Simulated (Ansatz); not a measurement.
Species: C$_{4}$H$_{10}$Cl$_{2}$Si, SMILES `CC[Si](Cl)(Cl)CC` (C–C–Si–Cl torsion -179°, Cl–Si–C–C torsion 63°) (charge 0, multiplicity 1), formula C4H10Cl2Si.

Q: How many basis functions does frozen-core CCSD(T)/cc-pVDZ // B3LYP-D3(BJ)/def2-SVP (Ansatz, a first-principles code) use, how many core orbitals are frozen, and how many electrons are correlated?

A: 160 basis functions and 19 frozen orbitals, which leaves 44 correlated electrons. Core time is of the order of minutes.
